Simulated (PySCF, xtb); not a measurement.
C₃H₆BFO. Atoms are numbered in the order given.

```xyz
12

B      0.5156     0.5460     0.6668
C      0.3199    -0.9452     0.1554
C     -0.9638    -1.1232    -0.6007
C     -1.1203    -0.9486    -1.9194
H      0.3928    -1.6379     1.0096
H      1.1902    -1.1604    -0.4934
H     -1.8521    -1.3491     0.0034
H     -0.2686    -0.7286    -2.5730
H     -2.0987    -1.0452    -2.3974
F      1.3803     0.7990     1.6502
O     -0.1307     1.5983     0.1287
H     -0.7333     1.3153    -0.5764
```
Charge 0, spin multiplicity 1.

Geometry optimised at B3LYP-D3(BJ)/def2-SVP. The structure was generated by enumeration, and PubChem lists no compound with its InChIKey, so it may never have been made. Other conformers were not sampled.

Level of theory: C-PCM-ωB97X/def2-SVP run with PySCF 2.14.0.

The values are the electrostatic part of the solvation free energy, E(continuum) − E(gas) at the gas-phase geometry, in a cavity of scaled van der Waals radii (PySCF's table); cavitation and dispersion terms are not included. In vacuum the orbital gap is 12.27 eV. The dipole moment in vacuum is 2.52 D.

Computed values in water (ε = 78.36), dichloromethane (ε = 8.93), ethylethanoate (ε = 5.99):
```json
[
 {"solvent": "water", "ε": "78.36", "ΔG(elec) (kcal/mol)": "-4.9", "dipole (D)": "2.90", "gap (eV)": "12.30"},
 {"solvent": "dichloromethane", "ε": "8.93", "ΔG(elec) (kcal/mol)": "-4.3", "dipole (D)": "2.86", "gap (eV)": "12.29"},
 {"solvent": "ethylethanoate", "ε": "5.99", "ΔG(elec) (kcal/mol)": "-4.1", "dipole (D)": "2.84", "gap (eV)": "12.29"}
]
```

For comparison, GFN2-xTB/ALPB(water) (xtb, at the GFN2-xTB geometry, all terms of that model) gives -4.9 kcal/mol.
